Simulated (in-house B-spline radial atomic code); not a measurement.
A run on P V (P4+) that did not converge. Method: scalar-relativistic (X2C) SCAN, spin-polarised, spherical fractional occupations, Fermi nucleus of rms radius 3.1889 fm; computed with a B-spline radial code for spherical atoms.

Command:
```bash
python run_scf.py task.json out
```
Settings (nuclear radius in fm, mass in u):
```
Z                15
configuration    [Ne] 3s1
hamiltonian      x2c
method           scan,scan
spin_polarised   True
nucleus          fermi
rms_radius       3.1889
atomic_mass      30.97376
speed_of_light   137.035999084
```

First and last ten iterations of the last attempt (damped for 15 steps, keeping 80 % of the old Fock matrix, then DIIS):
```
 iter        energy (Eh)    residual
    1        -338.015108    2.69e-02
    2        -338.016750    2.21e-03
    3        -338.016764    1.80e-03
    4        -338.016772    1.46e-03
    5        -338.016776    1.19e-03
    6        -338.016778    9.69e-04
    7        -338.016779    7.90e-04
    8        -338.016780    6.44e-04
    9        -338.016780    5.26e-04
   10        -338.016780    4.29e-04
  111        -338.016781    7.35e-07
  112        -338.016781    1.28e-06
  113        -338.016781    7.32e-07
  114        -338.016781    1.27e-06
  115        -338.016781    1.27e-06
  116        -338.016781    7.31e-07
  117        -338.016781    7.31e-07
  118        -338.016781    7.31e-07
  119        -338.016781    7.31e-07
  120        -338.016781    7.31e-07
 not converged after 120 iterations
```

The smallest residual met was 7.3e-07; the threshold is about 1e-07. Over the last five steps the energy moves by less than 1e-08 hartree, but the orbitals didn't meet the threshold. Cost of the run: 1.7 s on 1 thread of Arm Neoverse V1 (shared host).
